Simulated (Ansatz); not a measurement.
Species: SF2, charge 0, triplet. This triplet is an excited state, 2.2 eV above the singlet at CCSD(T)/cc-pV(5+d)Z (Ansatz, a program for electronic structure). SF2 (parent SMILES S(F)F, triplet).
B3LYP-D3(BJ)/def2-TZVP minimum from Ansatz:
```xyz
3

F     -1.1164    -0.5842     0.0251
S      0.0037     0.6643    -0.0269
F      1.1098    -0.5967     0.0227
```
Charge 0, spin multiplicity 3.

Total energies in cc-pV(D+d)Z, 20 correlated electrons, 7 frozen orbitals. Open shells are spin-unrestricted; no spin-orbit coupling. Correlated methods leave the cores frozen. No relativity. The UHF reference of F2S (parent SMILES FSF, triplet) is spin-contaminated (<S^2> up to 0.04 over the pure value in the sets run). The spin of F2S (parent SMILES FSF, triplet) was assumed, and the state is the lowest solution found for it.

```csv
method,program,energy (Eh),minus CCSDT(Q) (mEh)
HF,Ansatz,-596.27114,529.23
MP2,Ansatz,-596.76773,32.64
CCSD,Ansatz,-596.78471,15.66
CCSD(T),Ansatz,-596.79740,2.97
CCSDT(Q),Ansatz,-596.80037,0.00
```

Rough core times of Ansatz's runs on a shared machine: CCSD(T) under 20 s, CCSDT(Q) 6 min.
